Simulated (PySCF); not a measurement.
A run for PySCF: R-HF/STO-3G on C2HNO2 (a complex), monomers drawn apart or pushed together.

```python
from pyscf import gto, scf, dft, mp
from pyscf.data.elements import chemcore

mol = gto.M(
    atom='''
    O    -1.16938969   -0.74682711   -0.35087163
    C    -0.20303124   -0.12951649   -0.19348631
    O     0.76828343    0.49074969   -0.04811055
    C     0.64921214    0.47544491    3.55637016
    N    -0.31773034   -0.13948841    3.58245534
    H     1.54905880    1.04747071    3.52125807
    ''',
    basis='sto-3g',
    charge=0, spin=0, verbose=3, max_memory=1800)
mf = scf.RHF(mol)
mf.conv_tol = 1e-8
mf.max_cycle = 100
mf.kernel()
if not mf.converged:
    mf = mf.newton().run(mf.mo_coeff, mf.mo_occ)
```

Q: What total energy does the run end on?

A: -276.7404 hartree.
